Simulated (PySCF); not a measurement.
Isomers of C5H6O3.

All values: CAM-B3LYP/def2-SVPD (PySCF) at GFN2-xTB geometries, gas phase, one conformer each. Core orbitals are frozen in the response; Δα² is half the sum of the squared differences of the principal polarisabilities.

Task: Rank by HOMO energy, highest first.
A. `[O:1]=[C:2]([OH:3])[C@@H:4]1[CH:5]=[CH:6][CH2:7][O:8]1` with O1–C2–O3–H 0°, O1–C2–C4–C5 90°, C2–C4–C5–C6 -110°, C5–C6–C7–O8 -8°, C6–C7–O8–C4 14°, C2–C4–O8–C7 102°
B. `[CH2:1]=[CH:2][C@H:3]1[O:4][CH2:5][O:6][C:7]1=[O:8]` with C1–C2–C3–O4 150°, C2–C3–O4–C5 98°, C3–O4–C5–O6 22°, O4–C5–O6–C7 -14°, C5–O6–C7–O8 -178°
C. `[O:1]=[CH:2][O:3]/[CH:4]=[C:5]1\[CH2:6][CH2:7][O:8]1` with O1–C2–O3–C4 -2°, C2–O3–C4–C5 -40°
D. `[O:1]=[CH:2][C@@H:3]1[CH2:4][C:5](=[O:6])[CH2:7][O:8]1` with O1–C2–C3–C4 -34°, C2–C3–C4–C5 -100°, C3–C4–C5–O6 173°, C4–C5–C7–O8 -10°, C5–C7–O8–C3 25°

Result: C (-7.86 eV), A (-8.59 eV), D (-9.12 eV), B (-9.35 eV).

Task: Rank by dipole moment, lowest first.
A. `[O:1]=[C:2]([OH:3])[C@@H:4]1[CH:5]=[CH:6][CH2:7][O:8]1` with O1–C2–O3–H 0°, O1–C2–C4–C5 90°, C2–C4–C5–C6 -110°, C5–C6–C7–O8 -8°, C6–C7–O8–C4 14°, C2–C4–O8–C7 102°
B. `[CH2:1]=[CH:2][C@H:3]1[O:4][CH2:5][O:6][C:7]1=[O:8]` with C1–C2–C3–O4 150°, C2–C3–O4–C5 98°, C3–O4–C5–O6 22°, O4–C5–O6–C7 -14°, C5–O6–C7–O8 -178°
C. `[O:1]=[CH:2][O:3]/[CH:4]=[C:5]1\[CH2:6][CH2:7][O:8]1` with O1–C2–O3–C4 -2°, C2–O3–C4–C5 -40°

Result: C (1.64 D), A (2.55 D), B (2.87 D).

All values together:

```tsv
SMILES	μ (D)	HOMO (eV)	LUMO (eV)	α (Å³)	Δα (Å³)
O=C[C@@H]1CC(=O)CO1	2.55	-9.12	-0.42	9.45	2.11
O=CO/C=C1\CCO1	1.64	-7.86	0.87	10.07	4.90
O=C(O)[C@@H]1C=CCO1	2.55	-8.59	0.63	9.79	3.82
C=C[C@H]1OCOC1=O	2.87	-9.35	0.29	9.88	4.37
```

Conformers: `[O:1]=[CH:2][C@@H:3]1[CH2:4][C:5](=[O:6])[CH2:7][O:8]1` with O1–C2–C3–C4 -34°, C2–C3–C4–C5 -100°, C3–C4–C5–O6 173°, C4–C5–C7–O8 -10°, C5–C7–O8–C3 25°; `[O:1]=[CH:2][O:3]/[CH:4]=[C:5]1\[CH2:6][CH2:7][O:8]1` with O1–C2–O3–C4 -2°, C2–O3–C4–C5 -40°; `[O:1]=[C:2]([OH:3])[C@@H:4]1[CH:5]=[CH:6][CH2:7][O:8]1` with O1–C2–O3–H 0°, O1–C2–C4–C5 90°, C2–C4–C5–C6 -110°, C5–C6–C7–O8 -8°, C6–C7–O8–C4 14°, C2–C4–O8–C7 102°; `[CH2:1]=[CH:2][C@H:3]1[O:4][CH2:5][O:6][C:7]1=[O:8]` with C1–C2–C3–O4 150°, C2–C3–O4–C5 98°, C3–O4–C5–O6 22°, O4–C5–O6–C7 -14°, C5–O6–C7–O8 -178°.
